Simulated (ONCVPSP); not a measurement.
# vanadium ONCV: all-electron and pseudo phase curves

```
Element                 : vanadium
Generator               : ONCVPSP 4.0.1
Type                    : optimised norm-conserving Vanderbilt (ONCV)
Functional              : PBEsol
Relativity              : scalar-relativistic
Frozen core             : [Ne] 3s2
Valence charge          : 11
Reference configuration : 3p6 3d3 4s2
Partial waves           : 4s: rc 3.05 bohr, ncon 4, nbas 8, qcut 2.2 1/bohr, 2 projectors, debl 1.1 Ha; 3p: rc 1.40 bohr, ncon 4, nbas 7, qcut 11.3 1/bohr, 2 projectors, debl 0.6 Ha; 3d: rc 1.80 bohr, ncon 3, nbas 8, qcut 10.5 1/bohr, 2 projectors, debl 0.7 Ha
Local potential         : polynomial inside 1.00 bohr (lpopt 5, dvloc0 4 Ha)
Core correction         : polynomial model core, fcfact 0.45
```

In the p channel the program set the typed energies aside and used -1.615, 0.250 Ha.

The phase is arctan(r·R′/R) of the radial function R(r), unwrapped; energies in Ha, scanned from -3 to 5 Ha. A pole is an energy at which the radial function vanishes at the test radius. The pseudo phase is shifted by a multiple of π to meet the all-electron one at the reference energy, and phase errors are pseudo minus all-electron; the curves can meet again beyond the range given. Levels narrower than the energy grid can be missing from the lists of poles. Where the grid stepped over a known ghost or core level, its pole and its step of π were put in at the level’s energy.

For each channel, where are the poles, and over which energies does the pseudopotential scatter like the atom?

```tsv
channel	radius (bohr)	reference energy (Ha)	poles, all-electron	poles, pseudo	unbroken range about the reference energy with phases within 0.05 rad	phase error 1 Ha above the reference energy (rad)
s	3.10	-0.17	-2.57, 0.44, 3.28	-1.21, 0.44, 2.95	-1.2 to 3.1	-0.000
p	1.43	-1.62	-0.61	-0.61	the whole range	-0.000
d	1.83	-0.19	0.27	0.27	the whole range	+0.000
```

Note: ghosts flagged at negative energy: s at -32.9 eV; no localised positive-energy state flagged. A true bound ghost makes a file unfit for plane-wave use.

Phases in the p channel:

```csv
E (Ha),all-electron,pseudo
-2.98,0.618,0.618
-2.76,0.376,0.376
-2.54,0.027,0.027
-2.32,-0.390,-0.390
-2.10,-0.760,-0.760
-1.88,-1.024,-1.024
-1.66,-1.201,-1.201
-1.44,-1.324,-1.324
-1.22,-1.413,-1.413
-1.00,-1.481,-1.481
-0.78,-1.535,-1.535
-0.56,-1.581,-1.581
-0.34,-1.621,-1.621
-0.12,-1.657,-1.657
0.10,-1.691,-1.691
0.32,-1.724,-1.724
0.54,-1.756,-1.756
0.76,-1.790,-1.790
0.98,-1.826,-1.826
1.20,-1.865,-1.865
1.42,-1.908,-1.908
1.64,-1.958,-1.958
1.86,-2.017,-2.018
2.08,-2.089,-2.090
2.30,-2.179,-2.180
2.52,-2.295,-2.295
2.74,-2.445,-2.447
2.96,-2.642,-2.644
3.18,-2.890,-2.893
3.40,-3.173,-3.178
3.62,-3.454,-3.459
3.84,-3.696,-3.701
4.06,-3.887,-3.892
4.28,-4.032,-4.036
4.50,-4.142,-4.146
4.72,-4.227,-4.231
4.94,-4.294,-4.298
```
